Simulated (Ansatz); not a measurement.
`C[Si](C)(C)[Ga]([Cl])[Cl]` and `C[Si](C)(C)O` differ in one atom or group.

Ansatz, PBE0-D4/def2-TZVP geometries, multiplicity 1. Each molecule was computed in one conformer, which needn't be the lowest.

Scalar relativity is left out up to krypton.

```json
{"property": "LUMO energy (PBE0/def2-TZVPP) / eV", "`C[Si](C)(C)[Ga]([Cl])[Cl]`": "-1.66"}
{"property": "HOMO energy (B3LYP/def2-TZVPP) / eV", "`C[Si](C)(C)[Ga]([Cl])[Cl]`": "-7.47"}
{"property": "HOMO energy (PBE0/def2-TZVPP) / eV", "`C[Si](C)(C)[Ga]([Cl])[Cl]`": "-7.66"}
{"property": "LUMO energy (ωB97M-V/def2-TZVPP) / eV", "`C[Si](C)(C)[Ga]([Cl])[Cl]`": "0.04"}
{"property": "size of the dipole moment (PBE/def2-TZVPP) / D", "`C[Si](C)(C)[Ga]([Cl])[Cl]`": "4.46"}
{"property": "HOMO–LUMO gap (PBE0/def2-TZVPP) / eV", "`C[Si](C)(C)[Ga]([Cl])[Cl]`": "6.00"}
```

(1) Give the same properties after the change, and the shifts. (Best estimate.)

Answers

(1) The calculation gave: 
```tsv
property	`C[Si](C)(C)O`	shift
LUMO energy (PBE0/def2-TZVPP) / eV	0.72	2.38
HOMO energy (B3LYP/def2-TZVPP) / eV	-7.77	-0.30
HOMO energy (PBE0/def2-TZVPP) / eV	-7.97	-0.31
LUMO energy (ωB97M-V/def2-TZVPP) / eV	2.09	2.05
size of the dipole moment (PBE/def2-TZVPP) / D	1.22	-3.24
HOMO–LUMO gap (PBE0/def2-TZVPP) / eV	8.70	2.70
```

With PBE0 the HOMO falls by 0.31 eV and the LUMO rises by 2.38 eV, so the gap widens by about 2.69 eV. PBE moves the HOMO by 0.00 eV and ωB97M-V by -0.62 eV. Dipoles are sizes alone; their direction can turn.

B3LYP here is the variant with VWN-RPA as its local correlation; programs differ in this.
